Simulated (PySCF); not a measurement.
# Low-lying terms of Pb²⁺ (lead, charge +2)

Ground state [Xe] 4f14 5d10 6s2, ¹S. All numbers are calculated (PySCF 2.14, scalar relativity through the core potential, in def2-TZVPPD with one added diffuse shell each of s, p, d, f type with the def2 core potential (60 electrons) (8s6p5d3f, 72 functions)). Vertical excitation energies in eV without spin-orbit coupling; excited terms of each kind are numbered among those the solver found. Frozen: 5s2 5p6.

```json
{"term": "1 3P°", "leading excitation": "6s → p", "EOM-EE-CCSD": "9.084"}
{"term": "1 1P°", "leading excitation": "6s → p", "EOM-EE-CCSD": "11.783"}
{"term": "1 3S", "leading excitation": "6s → s", "EOM-EE-CCSD": "18.422"}
{"term": "1 1S", "leading excitation": "6s → s", "EOM-EE-CCSD": "18.905"}
{"term": "1 1D", "leading excitation": "6s → d", "EOM-EE-CCSD": "19.136"}
{"term": "1 3D", "leading excitation": "6s → d", "EOM-EE-CCSD": "19.384"}
{"term": "2 3P°", "leading excitation": "6s → p", "EOM-EE-CCSD": "21.237"}
{"term": "2 1P°", "leading excitation": "6s → p", "EOM-EE-CCSD": "21.571"}
{"term": "1 3F°", "leading excitation": "6s → f", "EOM-EE-CCSD": "23.803"}
{"term": "1 1F°", "leading excitation": "6s → f", "EOM-EE-CCSD": "23.891"}
{"term": "2 3S", "leading excitation": "6s → s", "EOM-EE-CCSD": "24.508"}
{"term": "2 1S", "leading excitation": "6s → s", "EOM-EE-CCSD": "24.750"}
{"term": "2 3D", "leading excitation": "6s → d", "EOM-EE-CCSD": "24.800"}
{"term": "2 1D", "leading excitation": "6s → d", "EOM-EE-CCSD": "25.096"}
```

Doubly excited terms such as np² are absent. The solver can miss terms. Rydberg members are limited by the diffuse functions of the basis.
